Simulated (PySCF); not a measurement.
Si(H)(Br)(Me)2 (C₂H₇BrSi), SMILES C[SiH](C)Br.

The structure is a stationary point at PBE0-D3(BJ)/def2-SVP.

Two levels are set side by side: TDA-PBE/def2-SVPD (PySCF) and TDA-B3LYP/def2-SVPD (PySCF). Vertical, same geometry. The lowest singlet is HOMO−1→LUMO 97 % with PBE and HOMO−1→LUMO 94 % with the other functional; states are paired by order. Differences are taken from unrounded values.

| quantity | TDA-B3LYP | TDA-PBE | TDA-PBE minus TDA-B3LYP |
|---|---|---|---|
| lowest singlet excitation (eV) | 6.81 | 6.42 | -0.39 |
| lowest triplet excitation (TDA) (eV) | 6.40 | 6.05 | -0.35 |
| first bright state (f over 0.05) (eV) | 7.24 | 6.70 | -0.54 |
| its oscillator strength | 0.07 | 0.06 | -0.01 |

A lower first singlet is the usual sign of a functional without exact exchange. Differences between two approximate levels are no errors against the true value.

Rough cost on one machine, each run with all the roots and properties that it gave: TDA-B3LYP against TDA-PBE about 2 times.
